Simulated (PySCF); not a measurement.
Species: C3H7F3Si2.
SMILES: `FC(F)(F)C1[SiH2]C[SiH2]1`

A PySCF run (density fitting, gas phase, GFN2-xTB geometry) gave HOMO -8.43 eV, LUMO -0.24 eV, dipole 2.88 D and E = -995.894 Eh.

Problem. Which of these levels was it?
A. CAM-B3LYP/def2-SVPD
B. PBE0/pcSseg-1
C. PBE0/def2-SVP

Solution. C. It is PBE0/def2-SVP. All candidates on this geometry:

```
 level and settings                    kind  basis functions  SCF cycles     E (Eh)  HOMO (eV)  LUMO (eV)  dipole (D)
      PBE0/pcSseg-1           global hybrid              185          13  -996.3363      -8.50      -0.47        3.00
      PBE0/def2-SVP           global hybrid              155          13  -995.8945      -8.43      -0.24        2.88
CAM-B3LYP/def2-SVPD  range-separated hybrid              233          13  -996.4629      -9.80       0.36        3.19
```

The nearest other candidate, by the summed differences of HOMO and LUMO, is PBE0/pcSseg-1: its HOMO differs by -0.07 eV and its LUMO by -0.23 eV. Cycle counts include a coarse-grid stage where the run had one.

The values belong to the conformer `[F:1][C:2]([F:3])([F:4])[CH:5]1[SiH2:6][CH2:7][SiH2:8]1`: F1–C2–C5–Si6 -52°.
